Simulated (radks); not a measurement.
Values are calculated unless marked as measured or tabulated.
Task: Ionisation of B, [He] 2s2 2p1, to B+, [He] 2s2, under several functionals. Scalar-relativistic Kohn-Sham, spin-polarised, spherical densities, point nucleus; open shells are filled with parallel spins first; a radial shooting solver on a logarithmic mesh with Libxc functionals. The NIST Atomic Spectra Database gives 8.298 eV (measured). Rank these functionals by the error of their Delta-SCF ionisation energy: PBE; exchange-only B88; BLYP; LDA (Slater exchange, VWN5 correlation); XLYP; SOGGA.

Result: From best to worst: SOGGA 8.326 eV (+0.028); BLYP 8.410 eV (+0.112); XLYP 8.449 eV (+0.151); PBE 8.486 eV (+0.188); LDA (Slater exchange, VWN5 correlation) 8.578 eV (+0.280); exchange-only B88 7.828 eV (-0.470). Open shells are spherical and high-spin; term and fine-structure splittings are not resolved.
